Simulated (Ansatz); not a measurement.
Isolated molecules relaxed with PBE0-D4/def2-TZVP in Ansatz; ΔE leaves out vibrations. CCSD(T)/CBS is the MP2 limit (def2-TZVPP, def2-QZVPP) plus CCSD(T) − MP2 in def2-TZVPP, frozen cores. DFT in def2-TZVPP. B3LYP here is the variant with VWN-RPA as its local correlation; programs differ in this. For Ge outer-core shells are correlated without core-valence functions, which leaves a few kJ/mol of doubt a bond. Scalar relativity is left out up to krypton. One conformer a species, not always the lowest.

Consider the formal exchange of groups at the Si–Si bond: `O[SiH2][SiH]([SiH3])S` + `Cl[B](Cl)[GeH3]` → `[SiH3][GeH2][B](Cl)Cl` + `O[SiH2][SiH2]S`.

Task: Is it downhill or uphill in electronic energy at CCSD(T)/CBS, and by how much? (Estimate.)

Result: The calculation gave: Downhill: ΔE = -17.7 kJ/mol.

Task: What do these levels give: B3LYP-D4, B2PLYP, PBE, HF/def2-TZVPP, MP2/def2-TZVPP, CCSD(T)/def2-TZVPP? (An estimate is asked.)

Result: Ansatz gave: B3LYP-D4 -16.0, B2PLYP -18.2, PBE -16.2, HF/def2-TZVPP -16.2, MP2/def2-TZVPP -19.2, CCSD(T)/def2-TZVPP -16.8 kJ/mol.

Largest T1 diagnostic among the species: 0.013.
